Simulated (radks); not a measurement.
Results of a calculation; reference values are marked as such.
Minus the highest occupied eigenvalue as an estimate of the ionisation energy, Yb to Yb19+. The LB94 potential has the -1/r tail that LDA and GGA lack but no energy functional. Level of theory: scalar-relativistic Kohn-Sham, LB94 model potential, spin-polarised, spherical densities, finite nucleus; open shells are filled with parallel spins first (spin-orbit coupling, left out, can overturn this in heavy ions); Fermi nuclear charge, rms radius 5.3108 fm (a radial shooting solver on a logarithmic mesh with Libxc functionals).

species           configuration     HOMO  -e(HOMO) (eV)  <r> (bohr)  IE, NIST (eV)       kind
Yb                [Xe] 4f14 6s2       6s          7.084        3.63          6.254       exp.
Yb+               [Xe] 4f14 6s1    6s up         13.527        3.32         12.179       exp.
Yb2+                  [Xe] 4f14       4f         26.411       0.765          25.05  semi-emp.
Yb3+                  [Xe] 4f13  4f down         45.487       0.723          43.61  semi-emp.
Yb4+                  [Xe] 4f12  4f down         67.049       0.690              -
Yb5+     [Kr] 4d10 4f12 5s2 5p5  4f down         85.077       0.682             99     theory
Yb6+     [Kr] 4d10 4f12 5s2 5p4  4f down         103.98       0.674            117     theory
Yb7+     [Kr] 4d10 4f12 5s2 5p3  4f down         123.80       0.668            135     theory
Yb8+     [Kr] 4d10 4f12 5s2 5p2  4f down         144.05       0.661            163     theory
Yb9+     [Kr] 4d10 4f12 5s2 5p1  4f down         165.04       0.655            182     theory
Yb10+        [Kr] 4d10 4f12 5s2  4f down         186.79       0.648            209     theory
Yb11+        [Kr] 4d10 4f11 5s2  4f down         216.24       0.629            244     theory
Yb12+        [Kr] 4d10 4f10 5s2  4f down         247.21       0.611            279     theory
Yb13+        [Kr] 4d10 4f10 5s1  4f down         273.00       0.606            301     theory
Yb14+            [Kr] 4d10 4f10  4f down         299.04       0.600            324     theory
Yb15+             [Kr] 4d10 4f9  4f down         333.09       0.585            360     theory
Yb16+             [Kr] 4d10 4f8  4f down         368.46       0.571            396     theory
Yb17+             [Kr] 4d10 4f7    4f up         411.06       0.556            431     theory
Yb18+             [Kr] 4d10 4f6    4f up         449.38       0.544            469     theory
Yb19+             [Kr] 4d10 4f5    4f up         488.92       0.533            505     theory

Reference values: NIST Atomic Spectra Database (exp. = measured, semi-emp. = semi-empirical, theory = theoretical value adopted there). Open shells are spherical and high-spin; term and fine-structure splittings are not resolved. Spin-orbit splitting is averaged out at the scalar-relativistic level. No tabulated value is given for the 4+ ions of Nd, Pm and Eu to Yb, where it belongs to another shell than the one emptied here.
